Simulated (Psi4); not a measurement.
HgI₂ (SMILES [I][Hg][I]), singlet, geometry from GFN2-xTB (such geometries of metal compounds can be far from the true shape) (core potentials on Hg, I); HF/def2-SVPD run with Psi4.

Psi4 was given this input:
```
memory 2 GB

molecule {
0 1
Hg    0.00000000    0.00000000    0.00000000
I     0.00000000    0.00000000    2.59145947
I    -0.00000000   -0.00000000   -2.59145947
}

set {
  basis def2-svpd
}

energy('scf')
print_variables()
```

It wrote (shortened):

```
   => Loading Basis Set <=

    Name: DEF2-SVPD
    Role: ORBITAL
    Keyword: BASIS

    !!!  WARNING: ECP capability is in beta. Please check occupations closely.  !!!

         ---------------------------------------------------------
                                   SCF
               by Justin Turney, Rob Parrish, Andy Simmonett
                          and Daniel G. A. Smith
                              RHF Reference
         ---------------------------------------------------------

  ==> Geometry <==

    Molecular point group: d2h
    Full point group: D_inf_h

    Geometry (in Angstrom), charge = 0, multiplicity = 1:

       Center              X                  Y                   Z               Mass
    ------------   -----------------  -----------------  -----------------  -----------------
         HG           0.000000000000     0.000000000000     0.000000000000   201.970643400000
         I            0.000000000000     0.000000000000     2.591459470000   126.904471900000
         I            0.000000000000     0.000000000000    -2.591459470000   126.904471900000

  Running in d2h symmetry.

  Rotational constants: A = ************  B =      0.00989  C =      0.00989 [cm^-1]
  Rotational constants: A = ************  B =    296.49777  C =    296.49777 [MHz]
  Nuclear repulsion =  268.013101128830272

  Charge       = 0
  Multiplicity = 1
  Electrons    = 70
  Nalpha       = 35
  Nbeta        = 35

  ==> Algorithm <==

  SCF Algorithm Type is DF.
  DIIS enabled.
  MOM disabled.
  Fractional occupation disabled.
  Guess Type is SAD.
  Energy threshold   = 1.00e-06
  Density threshold  = 1.00e-06
  Integral threshold = 1.00e-12

  ==> Primary Basis <==

  Basis Set: DEF2-SVPD
    Blend: DEF2-SVPD
    Number of shells: 39
    Number of basis functions: 105
    Number of Cartesian functions: 116
    Spherical Harmonics?: true
    Max angular momentum: 3

  Core potential: DEF2-SVPD
    Number of shells: 12
    Number of ECP primitives: 68
    Number of ECP core electrons: 116
    Max angular momentum: 3

   => Loading Basis Set <=

    Name: (DEF2-SVPD AUX)
    Role: JKFIT
    Keyword: DF_BASIS_SCF

  ==> Integral Setup <==

  SCF_SUBTYPE=INCORE selected. In-core MEM_DF algorithm will be used.
  Using in-core AOs.

  ==> MemDFJK: Density-Fitted J/K Matrices <==

    J tasked:                   Yes
    K tasked:                   Yes
    wK tasked:                   No
    Algorithm:                 Core
    Schwarz Cutoff:           1E-12
[...]
   @DF-RHF iter   3:  -745.92111512216707   -1.07524e-01   1.76631e-03 ADIIS/DIIS
   @DF-RHF iter   4:  -745.92443968928717   -3.32457e-03   5.63790e-04 ADIIS/DIIS
   @DF-RHF iter   5:  -745.92506567205771   -6.25983e-04   1.84568e-04 ADIIS/DIIS
   @DF-RHF iter   6:  -745.92518590848351   -1.20236e-04   3.78781e-05 DIIS
   @DF-RHF iter   7:  -745.92519195925343   -6.05077e-06   1.03904e-05 DIIS
   @DF-RHF iter   8:  -745.92519226253523   -3.03282e-07   2.68326e-06 DIIS
   @DF-RHF iter   9:  -745.92519229113259   -2.85974e-08   3.34053e-07 DIIS
  Energy and wave function converged.

  ==> Post-Iterations <==

    Orbital Energies [Eh]
    ---------------------

    Doubly Occupied:

[...]
    Virtual:

[...]
      26Ag   121.674524

    Final Occupation by Irrep:
             Ag   B1g   B2g   B3g    Au   B1u   B2u   B3u
    DOCC [     9,    2,    4,    4,    1,    7,    4,    4 ]
    NA   [     9,    2,    4,    4,    1,    7,    4,    4 ]
    NB   [     9,    2,    4,    4,    1,    7,    4,    4 ]

  @DF-RHF Final Energy:  -745.92519229113259

   => Energetics <=

    Nuclear Repulsion Energy =            268.0131011288302716
    One-Electron Energy =               -1839.4752397499642029
    Two-Electron Energy =                 825.5369463300012285
    Total Energy =                       -745.9251922911325892

Computation Completed

Properties will be evaluated at   0.000000,   0.000000,   0.000000 [a0]

Properties computed using the SCF density matrix

 Multipole Moments:

 ------------------------------------------------------------------------------------
     Multipole            Electronic (a.u.)      Nuclear  (a.u.)        Total (a.u.)
 ------------------------------------------------------------------------------------

 L = 1.  Multiply by 2.5417464519 to convert [e a0] to [Debye]
 Dipole X            :          0.0000000            0.0000000            0.0000000
 Dipole Y            :          0.0000000            0.0000000            0.0000000
 Dipole Z            :          0.0000000            0.0000000            0.0000000
 Magnitude           :                                                    0.0000000

 ------------------------------------------------------------------------------------

  Variable Map:
  ----------------------------------------------------------------------------
[...]
  Array Variable Map:
  ----------------------------------------------------------------------------
[...]
[...]
```
